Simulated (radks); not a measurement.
Isoelectronic series with 1 electrons, all held in the configuration 1s1, which need not be the ground one along the series. Calculated with a radial shooting solver on a logarithmic mesh with Libxc functionals: Dirac Kohn-Sham, PBE, spin-unpolarised, spherical densities, finite nucleus; Fermi nuclear charge, rms radius of each element as measured or else 0.836 A^(1/3) + 0.57 fm. Total energies (hartree) and mean radii <r> (bohr):

ion    E (hartree)    1s1/2
H         -0.45893    1.636
He+       -1.90215   0.7841
Li2+      -4.34457   0.5151
Be3+      -7.78743   0.3834
B4+      -12.23145   0.3053
C5+      -17.67741   0.2536
N6+      -24.12622   0.2169
O7+      -31.57893   0.1894
F8+      -40.03675   0.1681
Ne9+     -49.50105   0.1511
Mg11+    -71.45539   0.1256
Al12+    -83.94900   0.1158
Si13+    -97.45622   0.1075
P14+    -111.97926   0.1002
S15+    -127.52049  0.09386
Cl16+   -144.08247  0.08825
Ar17+   -161.66793  0.08327
K18+    -180.27978  0.07882
Ca19+   -199.92110  0.07481
Sc20+   -220.59516  0.07118
Ti21+   -242.30542  0.06787
